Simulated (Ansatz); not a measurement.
Species: sum formula SiH₃Cl, net charge 1, doublet state. 
Coordinates optimised at B3LYP-D3(BJ)/def2-TZVP (Ansatz, a quantum-chemistry and plane-wave program):
```
Si
H 1 1.4674
H 1 1.4674 2 123.65
H 1 1.5885 2 109.67 3 131.87
Cl 1 2.0645 2 112.94 4 85.94
```
Charge +1, spin multiplicity 2.

Basis-set convergence of Hartree-Fock and MP2 correlation energies (hartree) with Ansatz. Correlated levels leave the core frozen unless marked. UHF or UKS for open shells. No spin-orbit coupling. Non-relativistic.

```
basis        functions       E(HF)  E(corr, MP2)
-----------  ---------  ----------  ------------
cc-pV(D+d)Z         61  -749.83306      -0.22527
cc-pV(T+d)Z        120  -749.86643      -0.29225
cc-pV(Q+d)Z        218  -749.87428      -0.31818
```

Extrapolating the two largest sets (X = 3 and 4) as X^-3: E(corr) = (64·(-0.31818) - 27·(-0.29225))/37 = -0.3371 Eh, an estimate of the basis-set limit. The largest set recovers 94.4 % of it, the smallest 66.8 %.
